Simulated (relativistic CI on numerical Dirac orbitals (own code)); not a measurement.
# Au4+: 4f photoemission

Computed with this model: Dirac-Coulomb-Breit CI, separate exchange-only KLI orbitals for each configuration, QED by a radiative potential, multiplet model of photoemission in the sudden approximation, unscaled Slater integrals; configurations [Xe] 4f14 5d7 → [Xe] 4f13 5d7; 300 K; Lorentzian 0.25 eV and Gaussian 0.5 eV FWHM. Energies are those of the free ion, without screening or charge transfer. The energies are binding energies and can lie tens of eV above those of solids. S is read from ⟨S²⟩ = S(S + 1).

Field parameters in Wybourne normalisation: Td as Oh with Dq negative (B⁴₀ = 21Dq, B⁴₄ = √(5/14) B⁴₀). The field is a parameter set, without covalency.

free ion: ground-state S = 1.38, centroid 146.70 eV. Peaks (eV, height): 144.6 (100), 145.4 (52), 148.7 (55), 149.7 (38).

Td, 10Dq = -3800 cm⁻¹: ground-state S = 1.41, centroid 146.72 eV. Peaks (eV, height): 144.7 (100), 145.5 (44), 148.7 (60), 149.7 (35).

Strongest unbroadened transitions for Td, 10Dq = -3800 cm⁻¹:

```
Energy (eV)  Relative strength
     144.26               64.0
     144.27               41.8
     144.31               54.5
     144.33               54.6
     144.68               22.2
     144.69              100.0
     144.74               39.2
     144.76               23.1
     144.78               29.5
     144.80               29.8
     144.93               32.2
     145.55               47.0
     145.60               26.5
     145.61               35.9
     148.64               36.6
     148.68               24.2
     148.70               33.7
     148.71               26.7
```
